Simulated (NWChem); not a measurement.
System: GaF₃; SMILES [F][Ga]([F])[F]

NWChem input:

```
start job
memory heap 200 mb stack 900 mb global 1100 mb
geometry units angstroms noautosym nocenter noautoz
  Ga     0.000000     0.000000     0.000000
  F     -1.685613     0.456361     0.000000
  F      1.238026     1.231603     0.000000
  F      0.447586    -1.687964     0.000000
end
basis spherical
  Ga library def2-svp
  F library def2-svp
end
dft
  xc b3lyp
  iterations 150
end
property
  response 1 0.0
end
task dft property
```

Parts of the log:

```
             Northwest Computational Chemistry Package (NWChem) 7.3.0
             --------------------------------------------------------

                             Geometry "geometry" -> ""
                             -------------------------

 Output coordinates in angstroms (scale by  1.889725989 to convert to a.u.)

  No.       Tag          Charge          X              Y              Z
 ---- ---------------- ---------- -------------- -------------- --------------
    1 Ga                  31.0000     0.00000000     0.00000000     0.00000000
    2 F                    9.0000    -1.68561300     0.45636100     0.00000000
    3 F                    9.0000     1.23802600     1.23160300     0.00000000
    4 F                    9.0000     0.44758600    -1.68796400     0.00000000

 Effective nuclear repulsion energy (a.u.)     296.1481775023

                              NWChem Property Module
                              ----------------------

                                 NWChem DFT Module
                                 -----------------

 Summary of "ao basis" -> "ao basis" (spherical)
 ------------------------------------------------------------------------------
       Tag                 Description            Shells   Functions and Types
 ---------------- ------------------------------  ------  ---------------------
 Ga                         def2-svp                12       32   5s4p3d
 F                          def2-svp                 6       14   3s2p1d

            General Information
            -------------------
          SCF calculation type: DFT
          Wavefunction type:  closed shell.
          No. of atoms     :     4
          No. of electrons :    58
           Alpha electrons :    29
            Beta electrons :    29
          Charge           :     0
          Spin multiplicity:     1
          Use of symmetry is: off; symmetry adaption is: off
          Maximum number of iterations: 150
          AO basis - number of functions:    74
                     number of shells:    30
          Convergence on energy requested:  1.00D-06
          Convergence on density requested:  1.00D-05
          Convergence on gradient requested:  5.00D-04

              XC Information
              --------------
                         B3LYP Method XC Potential
                     Hartree-Fock (Exact) Exchange  0.200
                        Slater Exchange Functional  0.800 local
                    Becke 1988 Exchange Functional  0.720 non-local
              Lee-Yang-Parr Correlation Functional  0.810
                  VWN I RPA Correlation Functional  0.190 local

             Grid Information
             ----------------
          Grid used for XC integration:  medium
          Radial quadrature: Mura-Knowles
          Angular quadrature: Lebedev.
          Tag              B.-S. Rad. Rad. Pts. Rad. Cut. Ang. Pts.
          ---              ---------- --------- --------- ---------
          Ga                  1.30      112           6.0       590
          F                   0.50       49           7.0       434
          Grid pruning is: on
          Number of quadrature shells:   259
          Spatial weights used:  Erf1

      Superposition of Atomic Density Guess
      -------------------------------------

 Sum of atomic energies:       -2220.85339516

      Non-variational initial energy
      ------------------------------

 Total energy =   -2220.814577
 1-e energy   =   -3692.795354
 2-e energy   =    1175.832599
 HOMO         =      -0.640613
 LUMO         =      -0.111890

   convergence    iter        energy       DeltaE   RMS-Dens  Diis-err
 ---------------- ----- ----------------- --------- --------- ---------
 d= 0,ls=0.0,diis     1  -2223.9147638398 -2.52D+03  2.70D-02  1.16D+00
 d= 0,ls=0.0,diis     2  -2223.7036387114  2.11D-01  1.44D-02  4.07D+00
 d= 0,ls=0.0,diis     3  -2224.0550161908 -3.51D-01  7.79D-04  2.36D-02
 d= 0,ls=0.0,diis     4  -2224.0559218655 -9.06D-04  3.54D-04  5.19D-03
 d= 0,ls=0.0,diis     5  -2224.0561589948 -2.37D-04  9.49D-05  2.44D-04
  Resetting Diis
 d= 0,ls=0.0,diis     6  -2224.0561727365 -1.37D-05  4.77D-06  4.20D-07
 d= 0,ls=0.0,diis     7  -2224.0561727599 -2.34D-08  1.03D-06  1.79D-09

         Total DFT energy =    -2224.056172759907
      One electron energy =    -3691.688009779942
           Coulomb energy =     1278.100376900369
    Exchange-Corr. energy =     -106.616717382637
 Nuclear repulsion energy =      296.148177502303

 Numeric. integr. density =       57.999993168111

                       DFT Final Molecular Orbital Analysis
                       ------------------------------------

 Vector   27  Occ=2.000000D+00  E=-4.130116D-01
              MO Center=  3.5D-01,  3.2D-01, -1.0D-09, r^2= 3.2D+00
   Bfn.  Coefficient  Atom+Function         Bfn.  Coefficient  Atom+Function
  ----- ------------  ---------------      ----- ------------  ---------------
    50      0.336763  3 F  px                51     -0.332152  3 F  py
    64      0.292474  4 F  px                37     -0.280764  2 F  py
    53     -0.222788  3 F  px                54      0.220101  3 F  py
    67     -0.190369  4 F  px                40      0.182484  2 F  py
    36      0.159255  2 F  px                22      0.154466  1 Ga d  2

 Vector   28  Occ=2.000000D+00  E=-4.130114D-01
              MO Center= -3.5D-01, -3.2D-01,  6.1D-09, r^2= 3.2D+00
   Bfn.  Coefficient  Atom+Function         Bfn.  Coefficient  Atom+Function
  ----- ------------  ---------------      ----- ------------  ---------------
    37      0.366410  2 F  py                64      0.357703  4 F  px
    40     -0.244490  2 F  py                67     -0.238804  4 F  px
    65      0.233173  4 F  py                36      0.229661  2 F  px
    51      0.188907  3 F  py                50      0.178292  3 F  px
    18     -0.154465  1 Ga d -2              68     -0.146961  4 F  py

 Vector   29  Occ=2.000000D+00  E=-4.063958D-01
              MO Center= -5.7D-05, -4.8D-05,  2.0D-11, r^2= 3.5D+00
   Bfn.  Coefficient  Atom+Function         Bfn.  Coefficient  Atom+Function
  ----- ------------  ---------------      ----- ------------  ---------------
    37      0.375075  2 F  py                64     -0.375596  4 F  px
    51     -0.275460  3 F  py                50      0.274032  3 F  px
    40     -0.269142  2 F  py                67      0.269516  4 F  px
    54      0.197662  3 F  py                53     -0.196637  3 F  px
    36      0.101541  2 F  px                65     -0.099587  4 F  py

 Vector   30  Occ=0.000000D+00  E=-1.034289D-01
              MO Center= -7.5D-06, -6.8D-06,  2.6D-08, r^2= 3.1D+00
   Bfn.  Coefficient  Atom+Function         Bfn.  Coefficient  Atom+Function
  ----- ------------  ---------------      ----- ------------  ---------------
     5      0.685727  1 Ga s                  4      0.557926  1 Ga s
     3     -0.347616  1 Ga s                 36      0.223158  2 F  px
    65      0.223469  4 F  py                35     -0.208252  2 F  s
    49     -0.208248  3 F  s                 63     -0.208252  4 F  s
    39     -0.182175  2 F  px                68     -0.182429  4 F  py

 Vector   31  Occ=0.000000D+00  E=-4.619262D-02
              MO Center= -6.3D-08, -1.0D-07, -2.4D-08, r^2= 3.5D+00
   Bfn.  Coefficient  Atom+Function         Bfn.  Coefficient  Atom+Function
  ----- ------------  ---------------      ----- ------------  ---------------
    17      0.662969  1 Ga pz                14      0.498529  1 Ga pz
    11     -0.230373  1 Ga pz                38      0.182338  2 F  pz
    52      0.182338  3 F  pz                66      0.182338  4 F  pz
    41     -0.160953  2 F  pz                55     -0.160953  3 F  pz
    69     -0.160954  4 F  pz                 8      0.073986  1 Ga pz

 Vector   32  Occ=0.000000D+00  E= 7.006422D-02
              MO Center= -1.9D-01, -1.6D-01,  1.4D-09, r^2= 5.4D+00
   Bfn.  Coefficient  Atom+Function         Bfn.  Coefficient  Atom+Function
  ----- ------------  ---------------      ----- ------------  ---------------
    16      0.830487  1 Ga py                15      0.778587  1 Ga px
    49     -0.438969  3 F  s                 63      0.232746  4 F  s
    35      0.206242  2 F  s                 37      0.168807  2 F  py
    64      0.163860  4 F  px                40     -0.149636  2 F  py
    13      0.148324  1 Ga py                67     -0.145594  4 F  px

     Multipole analysis of the density
     ---------------------------------

     L   x y z        total         alpha         beta         nuclear
     -   - - -        -----         -----         ----         -------
     0   0 0 0     -0.000000    -29.000000    -29.000000     58.000000

     1   1 0 0      0.000002      0.000010      0.000010     -0.000017
     1   0 1 0      0.000001      0.000000      0.000000      0.000000
     1   0 0 1     -0.000000     -0.000000     -0.000000      0.000000

     2   2 0 0    -25.895199    -86.456164    -86.456164    147.017129
     2   1 1 0     -0.000003      0.000007      0.000007     -0.000018
     2   1 0 1      0.000000      0.000000      0.000000      0.000000
     2   0 2 0    -25.895199    -86.456180    -86.456180    147.017161
     2   0 1 1     -0.000000     -0.000000     -0.000000      0.000000
     2   0 0 2    -18.952010     -9.476005     -9.476005      0.000000

 *** CALLING NEW AORESP DRIVER FOR CLOSED AND OPEN SHELLS ***
 Entering AOResponse driver routine

--------------------------------------------------------------------------------

          -----------------------------------------------
          Solving response equations for perturbing field
          -----------------------------------------------

 number of frequencies:     1
 frequency in a.u.:  0.0000000E+00
 Perturbing field: electric
 Using El. Dipole Length Gauge

 Setting up CPKS with frequency omega =      0.00000000 a.u.

 STATIC response

                                NWChem CPHF Module
                                ------------------

  scftype          =     RHF
  nclosed          =       29
  nopen            =        0
  variables        =     1305
  # of vectors     =        3
  tolerance        = 0.10D-03
  level shift      = 0.00D+00
  max iterations   =       50
  max subspace     =       30

 SCF residual:    1.1122167538155510E-004

Iterative solution of linear equations
  No. of variables     1305
  No. of equations        3
  Maximum subspace       30
        Iterations       50
       Convergence  1.0D-04

   iter   nsub   residual    time
   ----  ------  --------  ---------
     1      3    2.26D+00       7.7
     2      6    1.54D+00       9.4
     3      9    7.64D-02      11.1
     4     12    1.14D-02      12.8
     5     15    5.93D-04      14.4
     6     18    3.11D-05      16.1

 Electric Dipole Response Matrix (nonzero elements):

              1        2        3
    1   20.5563  -0.0000  -0.0000
    2   -0.0000  20.5563   0.0000
    3   -0.0000   0.0000  14.1618

 ------------------------------------------
 average:        18.42480 + I       0.00000

 DFT Linear Response polarizability / au
 Frequency  =       0.0000000 / au
              X              Y              Z
 -----------------------------------------------
 X      20.5562974     -0.0000121     -0.0000000
 Y      -0.0000121     20.5562986      0.0000001
 Z      -0.0000000      0.0000001     14.1618157
 -----------------------------------------------
 Eigenvalues =      20.5562860     20.5563101     14.1618157
 Isotropic   =      18.4248039
 Anisotropic =       6.3944823
 -----------------------------------------------

 Magnetic Dipole Response Matrix (nonzero elements):

 Exiting AOResponse driver routine
```

Level: B3LYP/def2-SVP. The geometry was optimised at PBE-D3(BJ)/def2-SVP.
